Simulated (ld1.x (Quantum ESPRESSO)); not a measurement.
## Cu, PAW: configuration errors across variants

| Item | Value |
| --- | --- |
| Element | copper (Cu) |
| Generator | ld1.x (Quantum ESPRESSO) 7.5 |
| Type | PAW |
| Functional | LDA (PZ) |
| Relativity | scalar-relativistic |
| Frozen core | [Ne] |
| Valence charge | 19 |
| Reference configuration | 3s2 3p6 3d10 4s1 4p0 |
| Partial waves | 3s (bound): rcut 0.95, rcutus 1.20 bohr; 4s (bound): rcut 0.95, rcutus 1.20 bohr; 3p (bound): rcut 1.05, rcutus 1.10 bohr; 4p (bound, empty): rcut 1.05, rcutus 1.10 bohr; 3d (bound): rcut 0.80, rcutus 1.05 bohr; 3d channel at 0.95 Ry: rcut 0.80, rcutus 1.05 bohr |
| Local potential | all-electron potential smoothed inside 0.90 bohr (lloc = -1) |
| Core correction | a·sin(br)/r model core, default radius (ld1.x builds one for every PAW set, though the input has nlcc=.false.) |
| Augmentation charge | BESSEL, radius 0.60 bohr |

All-electron excitation energies from the reference (eV): (1) 3s2 3p6 3d10 4s0 4p0 8.434; (2) 3s2 3p6 3d9 4s0 4p0 30.121; (3) 3s2 3p6 3d8 4s0 4p0 69.485; (4) 3s2 3p5 3d10 4s1 4p0 79.465; (5) 3s2 3p6 3d9 4s1 4p1 6.934; (6) 3s2 3p6 3d7 4s0 4p0 129.516; (7) 3s2 3p6 3d9 4s2 4p0 2.003; (8) 3s2 3p6 3d10 4s1 4p0 spin -0.184; (9) 3s2 3p6 3d9 4s0 4p0 spin 29.879.

Spin tests fill each open shell by Hund’s rule, majority spin first.

The overlap operator is not positive definite (basis up to 400 Ry) in “base”, “waves 3p (bound): rcut 1.05, rcutus 1.14 bohr; 4p (bound): rcut 1.05, rcutus 1.14 bohr”, “waves 3p (bound): rcut 1.05, rcutus 1.22 bohr; 4p (bound): rcut 1.05, rcutus 1.22 bohr”, “waves 3p (bound): rcut 1.05, rcutus 1.42 bohr; 4p (bound): rcut 1.05, rcutus 1.42 bohr”, “waves 3p (bound): rcut 1.05, rcutus 1.62 bohr; 4p (bound): rcut 1.05, rcutus 1.62 bohr”. Such files are unfit for use, however small their errors in these radial tests.

Errors AE − PS in meV (a dash: test not solved or not reliable):

| change | (1) | (2) | (3) | (4) | (5) | (6) | (7) | (8) | (9) | bound ghosts |
| --- | --- | --- | --- | --- | --- | --- | --- | --- | --- | --- |
| base | -1.1 | -2.3 | -2.9 | -34 | +0.2 | -0.1 | +1.2 | +0.1 | -2.2 | not determined (overlap not positive) |
| waves 3p (bound): rcut 0.88, rcutus 0.94 bohr; 4p (bound): rcut 0.88, rcutus 0.94 bohr | -0.7 | -2.3 | -4.0 | -34 | 0.0 | -2.8 | +0.7 | +0.1 | -1.8 | none |
| waves 3p (bound): rcut 1.05, rcutus 1.14 bohr; 4p (bound): rcut 1.05, rcutus 1.14 bohr | -1.0 | -2.2 | -1.9 | -35 | +0.4 | +4.3 | +1.2 | +0.1 | -2.1 | not determined (overlap not positive) |
| waves 3p (bound): rcut 1.05, rcutus 1.22 bohr; 4p (bound): rcut 1.05, rcutus 1.22 bohr | -1.0 | -1.3 | +8.1 | -34 | +2.3 | +44 | +2.1 | +0.1 | -1.3 | not determined (overlap not positive) |
| waves 3p (bound): rcut 1.05, rcutus 1.42 bohr; 4p (bound): rcut 1.05, rcutus 1.42 bohr | – | – | – | – | – | – | – | – | – | not determined (overlap not positive) |
| waves 3p (bound): rcut 1.05, rcutus 1.62 bohr; 4p (bound): rcut 1.05, rcutus 1.62 bohr | -5.8 | -29 | -361 | -35 | +29 | -1512 | -53 | 0.0 | -29 | not determined (overlap not positive) |

Q: Give the same row for: waves 3p (bound): rcut 0.70, rcutus 0.74 bohr; 4p (bound): rcut 0.70, rcutus 0.74 bohr.

A: -0.9, -2.4, -4.0, -34, +0.1, -3.6, +0.9, +0.1, -2.0; bound ghosts: none.
